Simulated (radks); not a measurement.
Task: All-electron calculation, Dirac Kohn-Sham, PBE, spin-unpolarised, spherical densities, finite nucleus; open shells fill j = l - 1/2 first; Fermi nuclear charge, rms radius of each element as measured or else 0.836 A^(1/3) + 0.57 fm. Program: a radial shooting solver on a logarithmic mesh with Libxc functionals. Each species is in its NIST ground configuration. Rank F3+, B3+, C3+, Ne3+, O3+, N3+ by Delta-SCF ionisation energy (eV), largest first.

Result: B3+ 265.52, Ne3+ 94.549, F3+ 85.858, N3+ 77.819, O3+ 76.946, C3+ 63.884.
